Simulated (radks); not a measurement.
The nuclear charge of neutral technetium is varied continuously with 43 electrons held in [Kr] 4d5 5s2. Calculated with a radial shooting solver on a logarithmic mesh with Libxc functionals: scalar-relativistic Kohn-Sham, SCAN, spin-unpolarised, spherical densities, finite nucleus; meta-GGA in the generalised Kohn-Sham scheme; Fermi nuclear charge, rms radius 4.4112 fm. By the Hellmann-Feynman theorem dE/dZ = E(electron-nucleus)/Z, the electronic potential at the nucleus (averaged over a nucleus of fixed radius). The scalar-relativistic energy here is not variational (the density holds large components alone), so the two differ by a part that grows with Z.

| Z | E (hartree) | E(electron-nucleus)/Z (hartree) | HOMO | e(HOMO) (eV) | <r> HOMO (bohr) |
|---|---|---|---|---|---|
| 42.75 | -4226.49702 | -238.304 | 5s | -3.549 | 3.421 |
| 43 | -4286.45573 | -240.218 | 5s | -5.231 | 3.264 |
| 43.25 | -4346.89630 | -242.130 | 5s | -7.055 | 3.129 |
| 43.5 | -4407.81756 | -244.041 | 5s | -9.020 | 3.010 |
| 43.75 | -4469.21997 | -245.951 | 5s | -11.116 | 2.905 |
| 44 | -4531.10260 | -247.860 | 5s | -13.324 | 2.810 |

The central difference of E at Z = 43 is -240.799 hartree, to compare with the third column; the second derivative is -7.71 hartree.
